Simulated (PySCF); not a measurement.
C₃H₆AlClO₂ (SMILES CC(=O)[O][Al]([CH3])[Cl]), singlet, at a GFN2-xTB geometry (such geometries of metal compounds can be far from the true shape), atoms displaced at random by about 0.03 Å a coordinate; TPSS/STO-3G, gradient run with PySCF.

Input for PySCF:
```python
from pyscf import gto, scf, dft

mol = gto.M(
    atom='''
Al   -0.04556797    0.62944601    0.48564117
Cl    1.10272130    1.89421567   -0.62805421
C    -1.26377498    0.88103502    2.01961792
H    -1.77835278   -0.09171843    2.27861732
H    -1.96696816    1.61380933    1.97917672
H    -0.63060718    1.20184506    2.92369824
O    -0.98613981   -0.56322480   -0.86462676
C    -0.22389141   -1.46313025   -0.38976861
C    -0.24204125   -2.87236258   -0.94250755
O     0.70085030   -1.15167142    0.47539671
H     0.67693003   -3.29610195   -0.86632025
H    -0.64040389   -2.73978911   -2.01173258
H    -1.03235326   -3.40327211   -0.39521997
''',
    basis='sto-3g',
    verbose=4,
)

mf = dft.RKS(mol)
mf.xc = 'tpss'
mf.grids.level = 1
mf.kernel()
g = mf.nuc_grad_method()
g.grid_response = True
grad = g.kernel()
```

Output, abridged:

```
PySCF version 2.14.0

[INPUT] verbose = 4
[INPUT] num. atoms = 13
[INPUT] num. electrons = 70
[INPUT] charge = 0
[INPUT] spin (= nelec alpha-beta = 2S) = 0
[INPUT] symmetry False subgroup None
[INPUT] Mole.unit = angstrom
[INPUT] Symbol           X                Y                Z      unit          X                Y                Z       unit  Magmom
[...]
nuclear repulsion = 431.663052672725
number of shells = 31
number of NR pGTOs = 147
number of NR cGTOs = 49
basis = sto-3g
ecp = {}

******** <class 'pyscf.dft.rks.RKS'> ********
method = RKS
initial guess = minao
damping factor = 0
level_shift factor = 0
DIIS = <class 'pyscf.scf.diis.CDIIS'>
diis_start_cycle = 1
diis_space = 8
diis_damp = 0
SCF conv_tol = 1e-09
SCF conv_tol_grad = None
SCF max_cycles = 50
direct_scf = True
direct_scf_tol = 1e-13
XC library pyscf.dft.libxc version 7.1.2
    S. Lehtola, C. Steigemann, M. J. T. Oliveira, and M. A. L. Marques,  SoftwareX 7, 1–5 (2018)
XC functionals = tpss
    J. Tao, J. P. Perdew, V. N. Staroverov, and G. E. Scuseria,  Phys. Rev. Lett. 91, 146401 (2003)
    J. P. Perdew, J. Tao, V. N. Staroverov, and G. E. Scuseria,  J. Chem. Phys. 120, 6898 (2004)
    J. Tao, J. P. Perdew, V. N. Staroverov, and G. E. Scuseria,  Phys. Rev. Lett. 91, 146401 (2003)
    J. P. Perdew, J. Tao, V. N. Staroverov, and G. E. Scuseria,  J. Chem. Phys. 120, 6898 (2004)
radial grids:
    Treutler-Ahlrichs [JCP 102, 346 (1995); DOI:10.1063/1.469408] (M4) radial grids

becke partition: Becke, JCP 88, 2547 (1988); DOI:10.1063/1.454033
pruning grids: <function nwchem_prune>
grids dens level: 1
symmetrized grids: False
atomic radii adjust function: <function treutler_atomic_radii_adjust>
small_rho_cutoff = 0
Set gradient conv threshold to 3.16228e-05
Initial guess from minao.
tot grids = 53400
init E= -960.114374738257
[...]
cycle= 1 E= -959.587567603757  delta_E= 0.527  |g|= 0.929  |ddm|= 4.57
[...]
cycle= 2 E= -959.140095334711  delta_E= 0.447  |g|= 1.54  |ddm|= 3.16
[...]
cycle= 3 E= -959.868728392257  delta_E= -0.729  |g|= 0.13  |ddm|= 2.03
[...]
cycle= 4 E= -959.871537631852  delta_E= -0.00281  |g|= 0.0975  |ddm|= 0.282
[...]
cycle= 5 E= -959.872800799845  delta_E= -0.00126  |g|= 0.0726  |ddm|= 0.189
[...]
cycle= 6 E= -959.874336818457  delta_E= -0.00154  |g|= 0.00544  |ddm|= 0.0911
[...]
cycle= 7 E= -959.874348947235  delta_E= -1.21e-05  |g|= 0.00117  |ddm|= 0.0123
[...]
cycle= 8 E= -959.874349463943  delta_E= -5.17e-07  |g|= 0.000242  |ddm|= 0.00218
[...]
cycle= 9 E= -959.874349483723  delta_E= -1.98e-08  |g|= 5.84e-05  |ddm|= 0.000429
[...]
cycle= 10 E= -959.874349484989  delta_E= -1.27e-09  |g|= 7.64e-06  |ddm|= 9.72e-05
[...]
cycle= 11 E= -959.874349485003  delta_E= -1.43e-11  |g|= 3.11e-06  |ddm|= 1.43e-05
[...]
Extra cycle  E= -959.874349485005  delta_E= -1.59e-12  |g|= 4.09e-06  |ddm|= 1.1e-05
converged SCF energy = -959.874349485005

******** <class 'pyscf.grad.rks.Gradients'> for <class 'pyscf.dft.rks.RKS'> ********
unit = Eh/Bohr
grid_response = True
--------------- RKS gradients ---------------
         x                y                z
0 Al     0.0428407641     0.0530387332    -0.0020654981
1 Cl    -0.0132522613    -0.0176688947     0.0075390552
2 C    -0.0858534326     0.0568451291    -0.0238846678
3 H    -0.0109476419    -0.0172685482     0.0035776669
4 H     0.0597623394    -0.0576464944     0.0159432426
5 H     0.0146772143     0.0164106336     0.0198213456
6 O     0.0384260100    -0.0880480920    -0.0008760131
7 C    -0.0264929423     0.0675444275     0.0152402415
8 C     0.1059210113    -0.0360577433     0.0427317720
9 O    -0.0297317643    -0.0470091916    -0.0482333071
10 H    -0.0749109670     0.0421133914    -0.0026386088
11 H    -0.0186329579     0.0139829555    -0.0237722645
12 H    -0.0018053718     0.0137636940    -0.0033829644
----------------------------------------------
```
